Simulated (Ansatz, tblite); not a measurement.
Forces on K₄H₅⁻ at its PBE0-D4/def2-SVPD geometry. The state is a singlet with charge -1.

The xTB rows come from tblite. The structure comes from a short search, and lower isomers may exist.

GFN1-xTB (tblite), largest force 0.25 eV/Å:

```xyz
9
positions Å, forces eV/Å
K     2.522   -0.816   -0.224   -0.216    0.068    0.020
K    -0.078    0.458   -2.626   -0.001   -0.038    0.233
K     0.079   -0.460    2.617   -0.003    0.038   -0.221
K    -2.522    0.827    0.230    0.219   -0.071   -0.032
H     2.375   -0.357   -2.766   -0.160    0.023    0.185
H    -2.375    0.350    2.770    0.160   -0.025   -0.188
H    -0.001    0.006   -0.003    0.007    0.005    0.007
H     2.527   -1.249    2.328   -0.170    0.083   -0.156
H    -2.527    1.241   -2.325    0.164   -0.082    0.151
```

GFN2-xTB (tblite), largest force 0.52 eV/Å:

```
K -0.273 0.087 0.022
K 0.003 -0.050 0.292
K -0.008 0.048 -0.280
K 0.277 -0.091 -0.033
H -0.334 0.051 0.388
H 0.334 -0.049 -0.390
H 0.003 0.000 0.005
H -0.355 0.176 -0.328
H 0.353 -0.173 0.324
```

B97M-V/def2-TZVPD (Ansatz), largest force 0.06 eV/Å:

```
K 0.027 -0.011 -0.001
K -0.008 0.005 -0.022
K 0.004 -0.008 0.030
K -0.026 0.009 -0.008
H 0.036 -0.004 -0.043
H -0.035 0.006 0.041
H 0.005 0.000 0.004
H 0.039 -0.018 0.037
H -0.042 0.021 -0.039
```
